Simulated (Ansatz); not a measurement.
**Bend profile**

InNH₃Br (SMILES [NH2][InH][Br]), closed shell, at its PBE0-D4/def2-TZVP minimum:

```xyz
6
angstrom
N -0.0082 -0.6278 -0.9999
In 0.1800 0.6516 0.5207
Br -0.0787 -0.5496 2.6735
H -0.4296 -1.5272 -0.8280
H -0.2048 -0.3090 -1.9352
H 0.5832 2.2981 0.5227
```

The angle H5–N1–In2 (121.5° at the minimum) is set to the values below, H5, with anything bonded beyond it, turning rigidly in the plane of the angle. Each method's energies count from its own value at the PBE0-D4 minimum structure. Computed with Ansatz 0.2.0 (basis: def2-TZVPP); correlated methods freeze the cores. Filled d shells of the heavier atoms are correlated. Core potentials replace the inner electrons of the atoms past krypton. The def2 sets are not built for correlating such inner shells, so the correlated values are less sure here.

CCSD(T) energies along the scan:
| angle (°) | CCSD(T) (kcal/mol) |
| --- | --- |
| 91.5 | 13.71 |
| 99.0 | 7.84 |
| 106.5 | 3.59 |
| 114.0 | 0.96 |
| 121.5 | 0.00 |
| 129.0 | 0.72 |
| 136.5 | 3.10 |
| 144.0 | 7.13 |
| 151.5 | 12.77 |
They count from the CCSD(T) energy at the PBE0-D4 minimum.

Minimum and curvature along this coordinate at CCSD(T): A fifth-order fit through the nearest points gives 122.1°, with a curvature of about 1.3 meV/deg².

Largest difference from the CCSD(T) curve over the scan: PBE-D4 1.16; r2SCAN-D4 0.56; PBE0-D4 0.40; wB97M-V 0.10 kcal/mol. Each curve counts from its own value at the minimum.

The T1 diagnostic stays at or below 0.013.

For scale, one of the runs: CCSD(T)/def2-TZVPP, 171 basis functions (an equivalent command: `ansatz run in.yaml --threads 4`). Hardware: 4 CPU threads, shared host. Wall time 65 s; peak host memory 1.7 GiB.
